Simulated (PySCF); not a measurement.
Computed shifts of a molecule CH₉NO₂Si₂, PBE/pcSseg-1 run with PySCF, GIAO, gas phase, atoms alike by connectivity averaged where their shifts nearly agree, in ppm (number of nuclei): ¹³C: 36.1 (1). ¹⁵N: 55.4 (1). ²⁹Si: -33.8 (1), -34.1 (1). ¹H: 5.44 (1), 5.29 (1), 5.23 (2), 3.20 (3), 2.02 (1), 1.43 (1). References: ¹³C against TMS (σ = 182.0 ppm); ¹⁵N against NH3 (σ = 267.0 ppm); ²⁹Si against TMS (σ = 335.4 ppm); ¹⁷O against H2O (σ = 334.3 ppm); ¹H against TMS (σ = 31.49 ppm), references at their B3LYP-D3(BJ)/def2-TZVP geometries, non-relativistic. Geometry optimised at B3LYP-D3(BJ)/def2-SVP. The values are those of a single conformer.

**Question.** Identify the compound among the candidates.
A) C[Si@@](N)(O)[SiH2]O
B) CN[SiH2]O[SiH2]O
C) N[Si@@H](O)C[SiH2]O
D) CO[SiH2]O[SiH2]N

**Answer.** B, CN[SiH2]O[SiH2]O
